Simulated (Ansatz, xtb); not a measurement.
Spectroscopic constants of SN, multiplicity 2 (the spin of the measured ground state). The T1 diagnostic near the minimum is 0.063, so single-reference values are doubtful.

Constants: fifth-degree fit in 1/R to seven points, most abundant isotopes. In def2 and cc sets the state is the lowest found near the PBE0 minimum, followed along R.

Programs: Ansatz (Gaussian basis) for Hartree–Fock, density functionals and correlated methods; xtb for the GFN methods. Each number belongs to the level named beside it. The GFN methods have no spin term and hold the electronic entropy of 300 K.

| level | r_e (Å) | ω_e (cm⁻¹) | ω_e x_e (cm⁻¹) | α_e (cm⁻¹) | D_e (eV) | dipole (D) |
|---|---|---|---|---|---|---|
| GFN1-xTB | 1.490 | 1274 | 6.8 | 0.0065 | - | - |
| GFN2-xTB | 1.463 | 1359 | 7.4 | 0.0065 | - | - |
| SVWN5/def2-TZVPP | 1.492 | 1251 | 6.2 | 0.0057 | 6.46 | 1.92 |
| PBE/def2-TZVPP | 1.506 | 1212 | 6.1 | 0.0057 | 5.57 | 1.80 |
| r2SCAN/def2-TZVPP | 1.494 | 1254 | 6.4 | 0.0057 | 4.89 | 1.79 |
| B97M-V/def2-TZVPP | 1.490 | 1271 | 6.5 | 0.0056 | 4.91 | 1.71 |
| B3LYP/def2-TZVPP | 1.492 | 1256 | 6.4 | 0.0057 | 4.96 | 1.88 |
| PBE0/def2-TZVPP | 1.485 | 1291 | 6.6 | 0.0055 | 4.86 | 1.84 |
| CAM-B3LYP/def2-TZVPP | 1.479 | 1309 | 6.6 | 0.0055 | 4.84 | 1.95 |
| wB97X-V/def2-TZVPP | 1.481 | 1323 | 6.2 | 0.0052 | 4.95 | 1.89 |
| wB97M-V/def2-TZVPP | 1.481 | 1313 | 6.1 | 0.0053 | 4.96 | 1.93 |

D_e counts from each atom's lowest state at the same level, without counterpoise or zero-point energy.

Measured for the ground state: r_e 1.494 Å [Huber and Herzberg (1979), NIST Chemistry WebBook]. ω_e 1218.7 cm-1, ω_e x_e 7.28 cm-1, B_e 0.77238 cm-1, α_e 0.0062841 cm-1 [NIST CCCBDB]. dipole 1.86 D [compilation of Liu, Meijer and Pérez-Ríos].

Ansatz is a quantum-chemistry and plane-wave program.
